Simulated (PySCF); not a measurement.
Sc(2+) (scandium, charge +2) across methods

[Ar] 3d1, 2D determinant. All numbers are calculated (PySCF 2.14, the spin-free X2C one-electron Hamiltonian (Gaussian nucleus), in aug-cc-pwCVTZ-DK with one added diffuse shell each of s, p, d, f, g type (11s10p8d5f4g, 152 functions)).

```tsv
method	E (hartree)	mean ε 3p α (eV)	mean ε 3p β (eV)	mean ε 3d α (eV)	Σ⟨r²⟩ (bohr²)	⟨S²⟩
LDA	-761.478	-49.351	-48.552	-18.580	16.34	0.750
PBE0	-763.290	-51.993	-50.917	-20.342	16.23	0.751
PBE	-763.247	-49.285	-48.470	-18.659	16.32	0.750
UHF	-762.63885	-58.990	-56.991	-24.720	16.19	0.752
```

Estimate the same row for r2SCAN.

E (hartree) = -763.436; mean ε 3p α (eV) = -50.156; mean ε 3p β (eV) = -49.182; mean ε 3d α (eV) = -18.887; Σ⟨r²⟩ (bohr²) = 16.22; ⟨S²⟩ = 0.751.
